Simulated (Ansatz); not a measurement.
`O=[C](S)[GeH3]`, charge 0, multiplicity 1.

**Question.** Give a relaxed structure at PBE0-D4/def2-TZVP (Ansatz). (Estimate.)

**Answer.** Ansatz gave: 
Z-matrix (Å, degrees):
```
Ge
C 1 2.008
H 1 1.533 2 107.1
H 1 1.532 2 107.2 3 -118.9
H 1 1.537 2 110.4 3 120.2
S 2 1.789 1 119.3 3 -113.1
O 2 1.197 1 120.7 3 66.2
H 6 1.342 2 96.1 1 -1.2
```
